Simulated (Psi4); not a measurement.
Relaxed torsion scan: SMILES [SeH][SiH2][SiH2]C, singlet. Scanned: dihedral C1–Si2–Si3–Se4; all other coordinates were relaxed at GFN2-xTB. GFN2-xTB can order the conformers of Si and Ge chains otherwise than DFT does. Points at φ and −φ are mirror images.

Geometry of the scan point at 20° (Å):
```
12

C     -1.6371     0.7360     0.0832
Si    -0.8767    -0.9277    -0.4248
Si     1.3144    -0.5916    -1.1240
Se     1.9876     1.4416    -0.2409
H     -1.7472     1.3946    -0.7752
H     -0.9971     1.2467     0.8015
H     -2.6166     0.6192     0.5383
H     -0.9276    -1.8526     0.7147
H     -1.6651    -1.5223    -1.5108
H      2.3262    -1.5363    -0.6432
H      1.5595    -0.4481    -2.5622
H      3.3280     1.3959    -0.7293
```

Calculation: Psi4 1.11 with DF-MP2 (frozen core)/cc-pVTZ // GFN2-xTB.

Scanned values (°): -160, -140, -120, -100, -80, -60, -40, -20, 0, 20, 40, 60, 80, 100, 120, 140, 160, 180.

Q: At which scan points does the profile have its minima and maxima, and how high do they lie?

A: Lower than their neighbours: -60° (0.00 kcal/mol), 60° (0.00 kcal/mol), 180° (0.77 kcal/mol). Higher than their neighbours: -120° (1.02 kcal/mol), 0° (0.25 kcal/mol), 120° (1.02 kcal/mol). The whole profile spans 1.02 kcal/mol.
